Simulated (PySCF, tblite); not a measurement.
Isomers of C7H14Si, one GFN2-xTB conformer each. Single-point energies are computed at PBE0/pcSseg-1 (PySCF, gas phase, no added dispersion term), electronic only.

```json
{"SMILES": "C#CCCC(C)(C)[SiH3]", "GFN2-xTB relative energy (kcal/mol)": "9.6"}
{"SMILES": "CCCCCC#C[SiH3]", "GFN2-xTB relative energy (kcal/mol)": "0.0"}
```

Conformers: `[CH:1]#[C:2][CH2:3][CH2:4][C:5]([CH3:6])([CH3:7])[SiH3:8]` with C2–C3–C4–C5 -177°, C3–C4–C5–C6 177°; `[CH3:1][CH2:2][CH2:3][CH2:4][CH2:5][C:6]#[C:7][SiH3:8]` with C1–C2–C3–C4 -177°, C2–C3–C4–C5 180°, C3–C4–C5–C6 65°.

What does PBE0/pcSseg-1 give for the same structures?

| SMILES | PBE0/pcSseg-1 E (Eh) | PBE0/pcSseg-1 (kcal/mol) | GFN2-xTB (kcal/mol) | point group |
| --- | --- | --- | --- | --- |
| CCCCCC#C[SiH3] | -564.09996 | 0.0 | 0.0 | C1 |
| C#CCCC(C)(C)[SiH3] | -564.07553 | 15.3 | 9.6 | C1 |

Both levels put the same isomer lowest. 

Which frontier levels, dipoles and rotational constants go with these structures?

```json
{"SMILES": "CCCCCC#C[SiH3]", "HOMO (eV, PBE0/pcSseg-1)": "-7.59", "LUMO (eV)": "0.37", "dipole (D)": "1.22", "A, B, C (MHz)": "2497, 596.4, 501.3"}
{"SMILES": "C#CCCC(C)(C)[SiH3]", "HOMO (eV, PBE0/pcSseg-1)": "-7.70", "LUMO (eV)": "0.74", "dipole (D)": "0.89", "A, B, C (MHz)": "2719, 880.2, 803.2"}
```

What happens when harmonic zero-point energies from GFN2-xTB frequencies are added?

```json
{"SMILES": "CCCCCC#C[SiH3]", "ZPE (kcal/mol)": "114.5", "electronic (kcal/mol)": "0.0", "with ZPE (kcal/mol)": "0.0"}
{"SMILES": "C#CCCC(C)(C)[SiH3]", "ZPE (kcal/mol)": "113.7", "electronic (kcal/mol)": "15.3", "with ZPE (kcal/mol)": "14.5"}
```

The zero-point energies span 0.8 kcal/mol. The order is unchanged.
